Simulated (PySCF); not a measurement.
**Sc (scandium, neutral) across methods**

[Ar] 3d1 4s2, 2D determinant. Calculation: PySCF 2.14, in aug-cc-pV5Z (10s9p7d5f4g3h2i, 202 functions); no relativity, point nucleus.

```tsv
method	E (hartree)	mean ε 4s α (eV)	mean ε 4s β (eV)	mean ε 3d α (eV)	Σ⟨r²⟩ (bohr²)	⟨S²⟩
LDA	-758.681	-4.272	-4.047	-3.610	49.13	0.970
PBE	-760.397	-4.108	-3.903	-3.547	49.23	1.098
PBE0	-760.435	-4.767	-4.566	-5.287	50.00	0.869
```

Q: Estimate the same row for UHF.

A: E (hartree) = -759.74084; mean ε 4s α (eV) = -5.879; mean ε 4s β (eV) = -5.565; mean ε 3d α (eV) = -9.628; Σ⟨r²⟩ (bohr²) = 53.11; ⟨S²⟩ = 0.762.

⟨S²⟩ = 0.97 against 0.75 shows spin contamination.
